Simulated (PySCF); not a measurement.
An unknown gives this computed stick spectrum. Method used: TDDFT PBE0/def2-SVPD, vertical, gas phase, core orbitals frozen in the response in PySCF 2.14.0, density-fitted response routines. Geometries: GFN2-xTB, one conformer each.

```json
{"state": "S1", "E (eV)": "5.69", "f": "0.0084"}
{"state": "S2", "E (eV)": "5.85", "f": "0.040"}
{"state": "S3", "E (eV)": "6.21", "f": "0.013"}
{"state": "S4", "E (eV)": "6.49", "f": "0.063"}
{"state": "S5", "E (eV)": "6.51", "f": "0.0002"}
{"state": "S6", "E (eV)": "6.87", "f": "0.0090"}
{"state": "S7", "E (eV)": "6.99", "f": "0.0041"}
{"state": "S8", "E (eV)": "7.14", "f": "0.0001"}
```

Triplets computed (Tamm–Dancoff): 5.03, 5.11, 6.08 eV.

Orbital energies (eV): HOMO-3 -9.77, HOMO-2 -9.61, HOMO-1 -7.50, HOMO -6.60, LUMO 0.36, LUMO+1 0.53, LUMO+2 0.73.

Task: Which candidate is it?
A. `S=C(C1C[SiH2]C1)C`
B. `O=S1CCCCC1`
C. `[SiH3]OC1C[SiH2]C1`

Result: B. Its S1 lies at 5.69 eV; the nearest of the others has S1 at 6.72 eV. S1 is HOMO→LUMO (70%), HOMO→LUMO+2 (18%). Löwdin shares by element: HOMO oxygen 50%, sulfur 30%, carbon 14% or more; LUMO carbon 25% or more, sulfur 19% (atoms not listed hold the other 55%). At the same level the other candidates give, for their lowest levels:
- `[SiH3]OC1C[SiH2]C1`: 6.72 eV (f 0.009); 6.92 eV (f 0.011); 7.25 eV (f 0.062); 7.30 eV (f 0.038); 7.37 eV (f 0.024); T1 6.33 eV; HOMO -7.79, LUMO 0.17 eV
- `CC(=S)C1C[SiH2]C1`: 2.62 eV (f 0.000); 5.12 eV (f 0.000); 5.22 eV (f 0.076); 5.60 eV (f 0.033); 5.69 eV (f 0.098); T1 2.16 eV; HOMO -6.28, LUMO -1.92 eV
